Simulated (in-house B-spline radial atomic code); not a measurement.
Kr³⁺. Computed with a B-spline radial atomic code. Model: all-electron spherical atom, spin shells full or empty, radial basis limit, no spin-orbit coupling, Breit or QED, empty-state partial waves extrapolated as (l+1/2)^-4, RPA, G0W0 and static COHSEX of the highest shell as one setting changes (uncorrelated shells keep exact exchange).

Empty levels are discrete states of a finite basis, so the steps are uneven.

Given: element Kr; charge 3; filled core Ar; hamiltonian one-electron scalar X2C; mean-field start PBE0; highest l of empty states 9; nuclear rms radius 4.1884 fm; lowest nl shells left uncorrelated 6; highest mean-field shell 4p up; box radius 14.14 bohr.

Shell: 3d 5 5, 4s 1 1, 4p 3 0 (electrons up and down).

```json
{"highest empty level kept (hartree)": "5.33", "RPA correlation energy (hartree)": "-0.16858", "G0W0 level (eV)": "-51.064", "G0W0 minus most complete (meV)": "186.9", "COHSEX level (eV)": "-52.599", "linearised minus solved G0W0 (meV)": "-8.6"}
{"highest empty level kept (hartree)": "10.67", "RPA correlation energy (hartree)": "?", "G0W0 level (eV)": "?", "G0W0 minus most complete (meV)": "?", "COHSEX level (eV)": "?", "linearised minus solved G0W0 (meV)": "?"}
{"highest empty level kept (hartree)": "18.67", "RPA correlation energy (hartree)": "-0.18431", "G0W0 level (eV)": "-51.218", "G0W0 minus most complete (meV)": "32.6", "COHSEX level (eV)": "-53.017", "linearised minus solved G0W0 (meV)": "-9.3"}
{"highest empty level kept (hartree)": "32", "RPA correlation energy (hartree)": "-0.18653", "G0W0 level (eV)": "-51.24", "G0W0 minus most complete (meV)": "11", "COHSEX level (eV)": "-53.075", "linearised minus solved G0W0 (meV)": "-9.4"}
{"highest empty level kept (hartree)": "53.33", "RPA correlation energy (hartree)": "-0.18746", "G0W0 level (eV)": "-51.248", "G0W0 minus most complete (meV)": "2.4", "COHSEX level (eV)": "-53.098", "linearised minus solved G0W0 (meV)": "-9.4"}
{"highest empty level kept (hartree)": "96", "RPA correlation energy (hartree)": "?", "G0W0 level (eV)": "?", "G0W0 minus most complete (meV)": "?", "COHSEX level (eV)": "?", "linearised minus solved G0W0 (meV)": "?"}
{"highest empty level kept (hartree)": "160", "RPA correlation energy (hartree)": "-0.18767", "G0W0 level (eV)": "-51.25", "G0W0 minus most complete (meV)": "0.4", "COHSEX level (eV)": "-53.108", "linearised minus solved G0W0 (meV)": "-9.4"}
{"highest empty level kept (hartree)": "320", "RPA correlation energy (hartree)": "-0.1877", "G0W0 level (eV)": "-51.25", "G0W0 minus most complete (meV)": "0.1", "COHSEX level (eV)": "-53.109", "linearised minus solved G0W0 (meV)": "-9.4"}
{"highest empty level kept (hartree)": "640", "RPA correlation energy (hartree)": "-0.18771", "G0W0 level (eV)": "-51.251", "G0W0 minus most complete (meV)": "0", "COHSEX level (eV)": "-53.11", "linearised minus solved G0W0 (meV)": "-9.4"}
{"highest empty level kept (hartree)": "1333.3", "RPA correlation energy (hartree)": "-0.18771", "G0W0 level (eV)": "-51.251", "G0W0 minus most complete (meV)": "0", "COHSEX level (eV)": "-53.11", "linearised minus solved G0W0 (meV)": "-9.4"}
{"highest empty level kept (hartree)": "3200", "RPA correlation energy (hartree)": "-0.18771", "G0W0 level (eV)": "-51.251", "G0W0 minus most complete (meV)": "0", "COHSEX level (eV)": "-53.11", "linearised minus solved G0W0 (meV)": "-9.4"}
{"highest empty level kept (hartree)": "10667", "RPA correlation energy (hartree)": "-0.18771", "G0W0 level (eV)": "-51.251", "G0W0 minus most complete (meV)": "0", "COHSEX level (eV)": "-53.11", "linearised minus solved G0W0 (meV)": "-9.4"}
```

(1) What follows for highest empty level kept = 10.67?

(2) What follows for highest empty level kept = 96?

Answers

(1) RPA correlation energy -0.17909 hartree; G0W0 level -51.168 eV; G0W0 minus most complete 82.7 meV; COHSEX level -52.876 eV; linearised minus solved G0W0 -9.1 meV.

(2) RPA correlation energy -0.18761 hartree; G0W0 level -51.25 eV; G0W0 minus most complete 1 meV; COHSEX level -53.105 eV; linearised minus solved G0W0 -9.4 meV.
